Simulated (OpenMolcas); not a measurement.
# V3+ in Cs2NaYCl6: curves along the breathing mode

V3+ with its 6 nearest chloride ions, on the Y site of Cs2NaYCl6 (a = 10.7396 Å, distance in the model lattice 2.619 Å). The rest of the host is ab initio model potentials to 7.6 Å, with orthogonalisation functions on the cations behind the ligands, and point charges beyond; the distance is set by hand and nothing relaxes. Ligand basis ANO-RCC-VDZP.

* Program: OpenMolcas
* Method: CASSCF
* Basis: ANO-RCC-VDZP [5s4p2d1f]
* Scalar Hamiltonian: DKH2, point nucleus
* Active space: 2 electrons in 5 orbitals (3d)
* State averaging: 2S+1 = 3 even, 10 roots; 2S+1 = 1 even, 15 roots
* Spin-orbit coupling: state interaction with AMFI integrals over the reference wave functions

Spin-free energies (labels of O, the rotations of Oh) in cm-1 above the lowest fitted minimum, as all ligands move together:

| R (Å) | 3T1 | 3T2 | 1T2 | 1E | 3A2 | 3T1(2) | 1T2(2) |
| --- | --- | --- | --- | --- | --- | --- | --- |
| 2.313 | 3670 | 16100 | 16880 | 17270 | 30120 | 28360 | 30570 |
| 2.368 | 750 | 11740 | 14140 | 14580 | 24250 | 24270 | 26560 |
| 2.422 | 10 | 9790 | 13540 | 14040 | 21010 | 22550 | 24910 |
| 2.477 | 1090 | 9810 | 14730 | 15280 | 19900 | 22780 | 25220 |
| 2.531 | 3690 | 11520 | 17400 | 18020 | 20650 | 24680 | 27190 |
| 2.586 | 7680 | 14740 | 21460 | 22130 | 23040 | 28070 | 30660 |
| 2.64 | 12770 | 19180 | 26590 | 27320 | 26780 | 32660 | 35320 |

Cubic fits give the following; the wavenumber is harmonic, with the mass of all moving ligands, small differences in it between states hang on the degree of the fit, a number in brackets counts states of one label, and the table is a selection of at most 14 states with clean curves.

| State | R0 (Å) | Breathing mode (cm-1) | Minimum (cm-1) |
| --- | --- | --- | --- |
| 3T1 | 2.417 | 314 | 0 |
| 3T2 | 2.449 | 316 | 9550 |
| 1T2 | 2.413 | 313 | 13510 |
| 1E | 2.412 | 314 | 14000 |
| 3A2 | 2.480 | 317 | 19870 |
| 3T1(2) | 2.443 | 317 | 22400 |
| 1T2(2) | 2.441 | 318 | 24790 |
| 1A1 | 2.426 | 308 | 26320 |
| 1T1 | 2.444 | 316 | 27480 |
| 1E(2) | 2.475 | 318 | 34450 |
| 1A1(2) | 2.453 | 323 | 55260 |

The minimum of 3T2 is shifted by +0.0321 Å against 3T1 (from the unrounded fits). With M = 212.7 u for the moving shell, the Huang-Rhys factor in this mode is S = M ω ΔR² / 2ħ = 0.01483 × 212.7 × 314 × 0.0321² = 1.02. Only the first shell moves, against a rigid host.

An orbital triplet at a regular site is open to Jahn-Teller coupling, which can distort the site and quench the lowest spin-orbit gaps and is left out. Without dynamic correlation the repulsion within the d shell is too large (B by tens of per cent), so at a given field states of lower spin stand too high. Ligand-to-metal charge-transfer states are missing. With no ligand orbital active B as a rule stays too high, so bands that hang on it stand too high and its fall with covalency is understated. With metal d orbitals alone and no dynamic correlation the field as a rule comes out too small, by tens of per cent, by up to half for chloride and softer ligands. The least metal-like active orbital is 84 % on the metal (Löwdin) and no ligand orbital is active, so the numbers are rough (holds for R = 2.313). No measured value stands beside these numbers.
